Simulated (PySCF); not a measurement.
Structure with atom numbers: `[CH3:1][O:2][C@@H:3]([CH3:4])[C:5]([CH3:6])([CH3:7])[C:8](=[O:9])[Cl:10]` (H(Xn): hydrogen on atom n).

[PySCF 2.14.0 with density-fitted response routines: structure optimised with GFN2-xTB; GIAO PBE0/pcSseg-1 shieldings; one conformer; no relativistic terms; rapidly exchanging positions averaged; no solvent]

Chemical shifts δ = σref − σ; 13C and 1H vs TMS; 17O vs H2O; HCl for 35Cl, all at this level.

```
atoms  nucleus  count  δ (ppm)
   C7      13C      1     27.3
   C8      13C      1    190.0
H(C1)       1H      3     3.60
   C6      13C      1        ?
 Cl10     35Cl      1      417
H(C7)       1H      3     1.43
H(C6)       1H      3        ?
H(C4)       1H      3        ?
   C5      13C      1     59.2
   O9      17O      1        ?
   C4      13C      1     15.7
   C3      13C      1     84.0
H(C3)       1H      1     3.66
   C1      13C      1     59.4
   O2      17O      1        ?
```

**Question.** Estimate the values marked ?.

**Answer.** 
- C6: 18.6 ppm, methyl carbon; a saturated carbon with 1 carbon neighbour and no heteroatom attached
- H(C6): 1.15 ppm, hydrogen on a methyl carbon
- H(C4): 1.13 ppm, hydrogen on a methyl carbon
- O9: 597.0 ppm, carbonyl oxygen
- O2: 36.4 ppm, ether oxygen

Carbons that carry Cl, above all several Cl atoms, come out too deshielded, partly because spin–orbit coupling is missing. Shifts are as computed. Against solution values, carbons near 30 ppm lie about +3 ppm off and those near 130 ppm about +5 ppm; carbons on Cl a further +6 ppm. Of 1211 compounds with measured shifts, 218 miss one by over three times the rms of a fit or turn the order of signals round; such compounds aren't used in these exercises. Unscaled 17O shifts of doubly bonded oxygen tend to come out too high, by tens of ppm or more. Experimental scales use liquid or dissolved standards, which lie at an offset from isolated H2O (liquid H2O: subtract about 36 ppm).
